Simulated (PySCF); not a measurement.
Isomers of C4H9F3Si2, mass 170.019 u with the commonest isotopes. Theory: PBE0/pcSseg-1 in PySCF (dipole) on a GFN2-xTB geometry, gas phase. One conformer each, none proved a minimum here; rigid rotors.

Question: Order these by dipole moment, smallest first.
A. `[F:1][CH:2]([F:3])[Si@@H:4]1[CH2:5][SiH2:6][C@H:7]([F:8])[CH2:9]1` with F1–C2–Si4–C5 -60°, C2–Si4–C5–Si6 -102°, Si4–C5–Si6–C7 8°, C5–Si6–C7–F8 85°, Si6–C7–C9–Si4 42°
B. `[F:1][C:2]([F:3])=[C:4]([F:5])[C@@H:6]([SiH3:7])[CH2:8][SiH3:9]` with C2–C4–C6–Si7 118°, C4–C6–C8–Si9 172°
C. `[F:1][C:2]([F:3])([F:4])[C@@H:5]1[CH2:6][CH2:7][SiH2:8][SiH2:9]1` with C2–C5–C6–C7 -175°, C5–C6–C7–Si8 52°, C6–C7–Si8–Si9 -27°, C7–Si8–Si9–C5 0°

Answer: B (1.64 D), C (2.70 D), A (3.52 D).

Question: Order these by rotational constant C, smallest first.
A. `[CH3:1][SiH2:2]/[CH:3]=[C:4](\[SiH3:5])[C:6]([F:7])([F:8])[F:9]` with C1–Si2–C3–C4 87°
B. `[F:1][C:2]([F:3])=[C:4]([F:5])[C@@H:6]([SiH3:7])[CH2:8][SiH3:9]` with C2–C4–C6–Si7 118°, C4–C6–C8–Si9 172°
C. `[F:1][C:2]([F:3])([F:4])[C@@H:5]1[CH2:6][CH2:7][SiH2:8][SiH2:9]1` with C2–C5–C6–C7 -175°, C5–C6–C7–Si8 52°, C6–C7–Si8–Si9 -27°, C7–Si8–Si9–C5 0°
D. `[F:1][CH:2]([F:3])[Si@@H:4]1[CH2:5][SiH2:6][C@H:7]([F:8])[CH2:9]1` with F1–C2–Si4–C5 -60°, C2–Si4–C5–Si6 -102°, Si4–C5–Si6–C7 8°, C5–Si6–C7–F8 85°, Si6–C7–C9–Si4 42°
E. `[CH3:1][Si@H:2]1[CH2:3][Si@@H:4]([C:5]([F:6])([F:7])[F:8])[CH2:9]1` with C1–Si2–C3–Si4 108°, Si2–C3–Si4–C5 -102°, C3–Si4–C9–Si2 -7°, C1–Si2–C9–Si4 -108°

Answer: B (542.7 MHz), A (565.7 MHz), C (642.7 MHz), D (686.6 MHz), E (703.0 MHz).

Question: Order these by rotational constant A, largest first.
A. `[CH3:1][Si@H:2]1[CH2:3][Si@@H:4]([C:5]([F:6])([F:7])[F:8])[CH2:9]1` with C1–Si2–C3–Si4 108°, Si2–C3–Si4–C5 -102°, C3–Si4–C9–Si2 -7°, C1–Si2–C9–Si4 -108°
B. `[CH3:1][SiH2:2]/[CH:3]=[C:4](\[SiH3:5])[C:6]([F:7])([F:8])[F:9]` with C1–Si2–C3–C4 87°
C. `[F:1][C:2]([F:3])=[C:4]([F:5])[C@@H:6]([SiH3:7])[CH2:8][SiH3:9]` with C2–C4–C6–Si7 118°, C4–C6–C8–Si9 172°
D. `[F:1][C:2]([F:3])([F:4])[C@@H:5]1[CH2:6][CH2:7][SiH2:8][SiH2:9]1` with C2–C5–C6–C7 -175°, C5–C6–C7–Si8 52°, C6–C7–Si8–Si9 -27°, C7–Si8–Si9–C5 0°
E. `[F:1][CH:2]([F:3])[Si@@H:4]1[CH2:5][SiH2:6][C@H:7]([F:8])[CH2:9]1` with F1–C2–Si4–C5 -60°, C2–Si4–C5–Si6 -102°, Si4–C5–Si6–C7 8°, C5–Si6–C7–F8 85°, Si6–C7–C9–Si4 42°

Answer: D (2173 MHz), A (1918 MHz), E (1799 MHz), B (1732 MHz), C (1628 MHz).

| SMILES | point group | Ia (u·Å²) | Ib (u·Å²) | Ic (u·Å²) | κ | μa (D) | μb (D) | μc (D) |
| --- | --- | --- | --- | --- | --- | --- | --- | --- |
| FC(F)(F)[C@@H]1CC[SiH2][SiH2]1 | C1 | 232.58 | 667.34 | 786.38 | -0.85 | 2.55 | 0.62 | 0.66 |
| C[Si@H]1C[Si@@H](C(F)(F)F)C1 | Cs | 263.54 | 664.43 | 718.92 | -0.91 | 2.52 | 1.08 | 0.00 |
| FC(F)[Si@@H]1C[SiH2][C@H](F)C1 | C1 | 280.87 | 653.07 | 736.09 | -0.84 | 3.10 | 0.72 | 1.50 |
| C[SiH2]/C=C(\[SiH3])C(F)(F)F | C1 | 291.77 | 770.42 | 893.29 | -0.85 | 2.71 | 0.42 | 0.16 |
| FC(F)=C(F)[C@@H]([SiH3])C[SiH3] | C1 | 310.45 | 840.30 | 931.29 | -0.89 | 1.57 | 0.15 | 0.45 |
